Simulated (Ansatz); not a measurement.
Compare A (`[SiH3]/C=[CH]\[GaH2]`) with its isomer B (`C=[C]([SiH3])[GaH2]`).

Computed with Ansatz on PBE0-D4/def2-TZVP structures; ΔE is electronic, products minus reactants. CCSD(T)/CBS is the MP2 limit (def2-TZVPP, def2-QZVPP) plus CCSD(T) − MP2 in def2-TZVPP, frozen cores. Functionals use def2-TZVPP. B3LYP here is the variant with VWN-RPA as its local correlation; programs differ in this. For Ga outer-core shells are correlated without core-valence functions, which leaves a few kJ/mol of doubt a bond. Scalar relativity is left out up to krypton.

(1) Which isomer does CCSD(T)/CBS put lower? Give the gap. (Best estimate.)

(2) Give E(B) − E(A) in kcal/mol with B3LYP, MP2/def2-TZVPP, CCSD/def2-TZVPP, HF/def2-TZVPP, LDA (SPW92), r2SCAN-D4, CCSD(T)/def2-SVP. (An estimate is asked.)

(3) Does the order hold for the free energy at 298.15 K (harmonic terms from PBE0-D4)? (An estimate is asked.)

Largest T1 diagnostic: 0.013.

Results:

(1) The calculation gave: B, by 2.1 kcal/mol.

(2) The calculation gave: B3LYP -3.0, MP2/def2-TZVPP -2.5, CCSD/def2-TZVPP -2.2, HF/def2-TZVPP -5.1, LDA (SPW92) 1.2, r2SCAN-D4 -1.1, CCSD(T)/def2-SVP -3.6. The order is the other way round with LDA (SPW92).

(3) The calculation gave: Yes: G(B) − G(A) = -2.9 kcal/mol.

At CCSD(T), def2-SVP lies −1.5 kcal/mol from the extrapolated value and def2-TZVPP +0.2 kcal/mol. In def2-TZVPP, CCSD(T) changes the Hartree–Fock value by +3.2 kcal/mol (the triples alone add +0.3 kcal/mol) and MP2 by +2.6 kcal/mol.
